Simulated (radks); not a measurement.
Results of a calculation; reference values are marked as such.
Question: Species: Ru. Configuration: [Kr] 4d7 5p1 (not the ground configuration). Level of theory: Dirac Kohn-Sham, BLYP, spin-unpolarised, spherical densities, point nucleus; open shells are shared between the two j in proportion to 2j + 1 (a radial shooting solver on a logarithmic mesh with Libxc functionals). Some entries of the table are withheld. Estimate them.

orbital,occ.,eigenvalue (Ry),<r^2> (bohr^2),<1/r> (bohr^-1)
1s1/2,2,(1),0.001509,45.88
2s1/2,2,-231.8053,0.02495,10.49
2p1/2,2,-214.2224,0.01876,10.47
2p3/2,4,-204.5939,0.02011,9.922
3s1/2,2,-40.89173,(2),3.624
3p1/2,2,-34.07175,0.1823,(3)
3p3/2,4,-32.43841,0.1921,(4)
3d3/2,4,-20.35986,0.1751,(5)
3d5/2,6,-20.04161,0.1781,(6)
4s1/2,2,-5.72001,1.176,1.353
4p1/2,2,(7),1.406,1.229
4p3/2,4,(8),1.488,1.188
4d3/2,2.8,-0.50143,3.447,0.8237
4d5/2,4.2,-0.47736,3.564,0.8114
5p1/2,0.333333,-0.13023,26.66,0.2707
5p3/2,0.666667,-0.12067,28.77,0.2600

Answer: 
(1) 1s1/2 eigenvalue (Ry): -1611.948
(2) 3s1/2 <r^2> (bohr^2): 0.1857
(3) 3p1/2 <1/r> (bohr^-1): 3.526
(4) 3p3/2 <1/r> (bohr^-1): 3.393
(5) 3d3/2 <1/r> (bohr^-1): 3.216
(6) 3d5/2 <1/r> (bohr^-1): 3.181
(7) 4p1/2 eigenvalue (Ry): -3.69004
(8) 4p3/2 eigenvalue (Ry): -3.43999
